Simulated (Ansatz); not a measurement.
# Correcting a cheap level on molecular compounds of Al

The vertical ionisation energy (cation less neutral) in eV of 6 molecular compounds of Al: x at B3LYP-D4/def2-TZVPP, y at CCSD(T)/def2-TZVPP. Shapes, held fixed at every level: PBE0-D4/def2-TZVP. Flexible molecules stand in one conformer, not always the lowest. Programs: Ansatz 0.2.0.

| molecule | x (eV) | y (eV) |
| --- | --- | --- |
| CH4AlFS (SMILES C[S][AlH][F]) | 9.68 | 9.66 |
| AlH(CH3)(SH) | 9.93 | 9.97 |
| AlH(SH)Br | 10.16 | 10.32 |
| AlH(SH)F | 10.57 | ? |
| AlHBrF (SMILES [F][AlH][Br]) | 11.33 | 11.41 |
| Al(OH)BrF | 11.38 | 11.49 |

Task: Fit y = c + s·x to the known rows and predict y for AlH(SH)F.

Result: 
1. Means of the 5 rows: x = 10.4960, y = 10.570.
2. Σ(Δx)² = 2.5761, Σ(Δx·Δy) = 2.68, so the slope is 2.68/2.5761 = 1.0403.
3. Intercept: 10.570 − (1.0403) × 10.4960 = -0.349. The largest residual of the fit is 0.100.
4. AlH(SH)F: -0.349 + 1.0403 × 10.57 = 10.65 eV.

CCSD(T)/def2-TZVPP gives 10.49 eV, so the prediction is off by +0.16 eV, more than the largest residual. Uncorrected, B3LYP-D4/def2-TZVPP misses AlH(SH)F by +0.08 eV, and the other rows by 0.08 on average. The line makes this one worse. Left out in turn, the other rows are missed by 0.06 eV on average, hardly better than no correction. Cations run unrestricted. Relativity is left out for Br. Outer-core shells of Br are correlated, in sets that cover them unevenly.
